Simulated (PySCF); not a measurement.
# Dipole moment and polarisability of (Me3Si)2PPF2

Species: (Me3Si)2PPF2, C6H18F2P2Si2.
SMILES with atom numbers: `[CH3:1][Si:2]([CH3:3])([CH3:4])[P:5]([P:6]([F:7])[F:8])[Si:9]([CH3:10])([CH3:11])[CH3:12]` (hydrogens: H13, H14, H15 on C1; H16, H17, H18 on C3; H19, H20, H21 on C4; H22, H23, H24 on C10; H25, H26, H27 on C11; H28, H29, H30 on C12)

Geometry (PBE0-D3(BJ)/def2-SVP, Å), atoms numbered from 1 in this order:
```xyz
30
C6H18F2P2Si2 angstrom
C      3.3834   -0.4780   -0.2814
Si     1.7680    0.1604    0.4400
C      1.8462    0.1589    2.3172
C      1.4247    1.8928   -0.2106
P      0.2165   -1.3946   -0.1624
P      0.5346   -1.1289   -2.3329
F      1.5795   -2.3429   -2.5739
F     -0.8152   -1.8805   -2.8482
Si    -1.7823   -0.2928   -0.0610
C     -3.0757   -1.6418   -0.2199
C     -2.0245    0.9678   -1.4389
C     -1.8962    0.5417    1.6211
H      3.5810   -1.5055    0.0610
H      3.3657   -0.4945   -1.3824
H      4.2256    0.1597    0.0335
H      2.6522    0.8273    2.6616
H      2.0527   -0.8533    2.6967
H      0.9028    0.5057    2.7642
H      2.2499    2.5677    0.0703
H      1.3472    1.8908   -1.3088
H      0.4936    2.3100    0.2011
H     -4.0926   -1.2169   -0.2107
H     -2.9307   -2.1825   -1.1678
H     -2.9924   -2.3680    0.6029
H     -1.2543    1.7523   -1.4354
H     -3.0074    1.4520   -1.3144
H     -2.0195    0.4782   -2.4248
H     -1.7086   -0.1769    2.4337
H     -1.1800    1.3709    1.7215
H     -2.9092    0.9537    1.7605
```

Level: wB97X-D/def2-SVPD (PySCF), static field, nuclei fixed, core orbitals frozen in the response. The polarisability tensor in these axes (au):

```
x   193.77   2.33   0.55
y     2.33 158.86   9.30
z     0.55   9.30 179.59
```

Question: What are the eigenvalues, a third of the trace, and Δα (Δα² = ½Σ(αi − αj)² over the three pairs)?

Answer: Principal values 155.19, 182.98 and 194.04 au; mean 177.41 au = 26.29 Å³ = 29.25 × 10⁻⁴⁰ C²·m²/J; Δα = 34.66 au (20 % of the mean).

Question: What is the dipole moment, and where does it point?

Answer: (-0.39, 2.88, 2.28) D, 3.70 D in size, pointing from the negative to the positive side. Measured along this direction, the outermost atoms are F7 at the negative end and H29 and H30 at the positive end.

Question: Refractivity n − 1 of an ideal gas of it at 298.15 K and 1 atm, from the electronic α?

Answer: N = p/kT = 2.4615 × 10¹⁹ cm⁻³, so n − 1 = 2π × N × 26.29 × 10⁻²⁴ cm³ = 4066 × 10⁻⁶ at long wavelengths.

Question: Orientational against electronic polarisability at 400 K (dilute gas, rigid molecules)?

Answer: In Gaussian units μ²/3kT = 82.53 Å³ against 26.29 Å³, a ratio of 3.14; the Debye molar polarisation (4π/3)N_A(α + μ²/3kT) is 274.5 cm³/mol, leaving out the vibrational part.

Question: Find the Langevin capture rate constant for H3O+ (19.018 u) meeting this molecule (246.039 u), k = 2.342 × 10⁻⁹ cm³/s × √(α in Å³ / reduced mass in u).

Answer: The reduced mass is 17.65 u, so k = 2.86 × 10⁻⁹ cm³/s. The formula leaves out the permanent dipole, which adds to the capture rate.

Question: What depolarisation ratio follows for Rayleigh scattering of linearly polarised light, taking the static tensor?

Answer: ρ = 3Δα²/(45ᾱ² + 4Δα²) = 3604.7/(1416268 + 4806.3) = 0.00254.

The structure is a single PBE0-D3(BJ)/def2-SVP conformer in the gas phase; no vibrational or solvent corrections.

The run behind these numbers computed excited states as well. Hardware: one thread of an Arm Neoverse V1 (shared host). Cost: 6.6 min, 2.6 GiB resident at most.
